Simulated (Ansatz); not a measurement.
Mulliken charges of C2H5FGeSi (`F[SiH2]C#[C][GeH3]`) from ωB97M-V/def2-TZVPP in Ansatz (PBE0-D4/def2-TZVP geometry).

| atom | x (Å) | y (Å) | z (Å) | charge (e) |
| --- | --- | --- | --- | --- |
| F1 | -1.240 | 2.273 | -2.100 | -0.313 |
| Si2 | -0.177 | 1.085 | -2.185 | 0.556 |
| C3 | -0.045 | 0.282 | -0.561 | -0.425 |
| C4 | 0.063 | -0.273 | 0.513 | 0.031 |
| Ge5 | 0.222 | -1.135 | 2.204 | 0.124 |
| H6 | -0.656 | 0.112 | -3.190 | -0.039 |
| H7 | 1.129 | 1.664 | -2.567 | -0.039 |
| H8 | 0.784 | -2.541 | 1.972 | 0.034 |
| H9 | -1.170 | -1.207 | 2.838 | 0.036 |
| H10 | 1.173 | -0.312 | 3.079 | 0.034 |

Task: By hand: the dipole of these point charges (1 e Å = 4.8032 D).

Result: Σ q r = (0.344, -0.587, 0.468) e Å, of length 0.826 e Å = 3.97 D.

Task: How does the dipole of the full density compare? (Best estimate.)

Result: Ansatz gave: (0.184, -0.287, 0.188) e Å, 1.87 D; the point charges give 2.12 times that, at 6° from its direction.

Point charges leave out the atoms' own dipoles, such as those of lone pairs, and Mulliken's split depends on the basis, so the two needn't agree.
